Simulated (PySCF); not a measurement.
WF₅, SMILES [F][W]([F])([F])([F])[F] (connectivity only; charge and spin as stated), neutral, multiplicity 2.

Coordinates come from a r2SCAN-D4/def2-SVP optimisation. The multiplicity is an assumed one; no other spin state was optimised. The isomer is the one that the SMILES or the coordinates give; other isomers of the formula were not compared. The def2 effective core potentials stand for the cores of W; spin–orbit coupling is left out.

Calculation: PySCF with TDA-PBE/def2-SVPD.

Vertical excitations. 

### Question
List the lowest excited states. (Estimate from the structure and the level; the computed values follow.)

### Answer

```csv
state,energy (eV),λ (nm),f,main pairs
root 1,0.79,1578,0.000,α HOMO→LUMO 100 %
root 2,1.01,1229,0.000,α HOMO→LUMO+1 99 %
root 3,2.33,532,0.003,α HOMO→LUMO+2 100 %
root 4,4.41,281,0.000,α HOMO→LUMO+3 100 %
root 5,5.09,243,0.000,"α HOMO−1→LUMO 66 %, β HOMO→LUMO 32 %"
root 6,5.40,229,0.000,"α HOMO−2→LUMO 39 %, α HOMO−1→LUMO+1 36 %, β HOMO−1→LUMO 16 %, β HOMO→LUMO+1 7 %"
root 7,5.42,229,0.000,α HOMO→LUMO+4 99 %
root 8,5.44,228,0.000,"α HOMO−1→LUMO+1 58 %, α HOMO−2→LUMO 30 %, β HOMO−1→LUMO 6 %"
root 9,5.64,220,0.000,"α HOMO−3→LUMO 72 %, β HOMO−2→LUMO 14 %, β HOMO−1→LUMO+1 5 %"
root 10,5.68,218,0.000,"α HOMO−5→LUMO 32 %, β HOMO→LUMO+1 49 %, β HOMO−3→LUMO 8 %"
```
Unrestricted roots are not spin-pure.
